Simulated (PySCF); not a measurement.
## Polarisability and C₆ of P³⁺ (phosphorus, charge +3)

[Ne] 3s2, closed-shell 1S. Calculation: PySCF 2.14, in dyall-acv3z; the non-relativistic Hamiltonian (point nucleus). Coupled (time-dependent) response in atomic units; α is the mean over directions.

```csv
method,mean α (bohr³),C₆ (like pair),S(−4)
UHF,7.165,18.77,32.13
PBE,6.687,16.84,28.52
PBE0,6.831,17.40,29.65
TPSS,6.989,18.09,30.73
M06-2X,6.652,16.52,28.86
```

S(−4) is the Cauchy moment in α(ω) = α(0) + S(−4) ω² + …

α(iu) at PBE:

```json
{"u (hartree)": "0", "α(iu) (bohr³)": "6.687"}
{"u (hartree)": "0.0500", "α(iu) (bohr³)": "6.617"}
{"u (hartree)": "0.100", "α(iu) (bohr³)": "6.414"}
{"u (hartree)": "0.200", "α(iu) (bohr³)": "5.717"}
{"u (hartree)": "0.300", "α(iu) (bohr³)": "4.848"}
{"u (hartree)": "0.500", "α(iu) (bohr³)": "3.289"}
{"u (hartree)": "0.750", "α(iu) (bohr³)": "2.061"}
{"u (hartree)": "1.00", "α(iu) (bohr³)": "1.386"}
{"u (hartree)": "1.50", "α(iu) (bohr³)": "0.7600"}
{"u (hartree)": "2.00", "α(iu) (bohr³)": "0.4966"}
{"u (hartree)": "3.00", "α(iu) (bohr³)": "0.2817"}
{"u (hartree)": "5.00", "α(iu) (bohr³)": "0.1463"}
```

A single London oscillator, α(iu) = α/(1 + u²/ω²), gives C₆ = (3/4) ω α². Matching the computed C₆ needs ω = 4 × 16.84 / (3 × 6.687²) = 0.502 hartree.

For an ion, C₆ is the dispersion term alone; charge-induced terms of lower order in 1/R come first.
